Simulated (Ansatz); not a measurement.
```yaml
crystal:
  periodic: [false, false, false]
  atoms:
    - {symbol: N, position_ang: [-0.708614, 1.276865, -0.528935]}
    - {symbol: Ga, position_ang: [0.737648, 0.344025, 0.017034]}
    - {symbol: C, position_ang: [0.192272, -1.545702, 0.525625]}
    - {symbol: O, position_ang: [-0.966459, -1.865789, 0.431540]}
    - {symbol: H, position_ang: [-1.624698, 0.859928, -0.550757]}
    - {symbol: H, position_ang: [-0.712430, 2.234544, -0.833047]}
    - {symbol: H, position_ang: [2.154202, 0.999933, 0.047811]}
    - {symbol: H, position_ang: [0.928078, -2.303804, 0.890730]}
basis:
  gaussian: {orbitals: def2-mTZVP}
total_charge: 3
magnetization: {spin_polarized: true, initial_magnetization: 1}
hamiltonian: {xc: {name: PBE0}, dispersion: d3bjatm}
```

```sh
$ ansatz run in.yaml --threads 2 --pin off --events-out ev --progress --plain --max-ram 4352MiB
```

It prints (some lines left out):

```
Functional definition: PBE0
1016 factors; integrals over basis functions are off by at most 1.1e-3 eV
mean field evaluation 1: about -56897.4595 eV, gradient 1.2e2 eV
mean field evaluation 2: about -56528.7495 eV, gradient 2.2e2 eV
mean field evaluation 4: about -56897.9296 eV, gradient 9.9e1 eV
mean field evaluation 8: about -56959.4965 eV, gradient 5.8e0 eV
mean field evaluation 16: about -56959.7727 eV, gradient 1.4e-1 eV
mean field evaluation 32: about -56959.7731 eV, gradient 3.6e-5 eV
mean field -56959.77313733 eV, -2093.2330540758 hartree, gradient 3.6e-5 eV, S^2 1.229342; 2 other end points of the search recorded, 0 dependent functions left out
reference -56959.77316413 eV, -2093.2330550609 hartree; 27, 26 occupied and 83, 84 virtual orbitals, 1016 factors
Total energy: -56959.88591707 eV, -2093.2371986549 hartree
```

In this input the charge is far from anything that the molecule holds. Self-consistency was reached. The result belongs to that input, not to the molecule as meant.
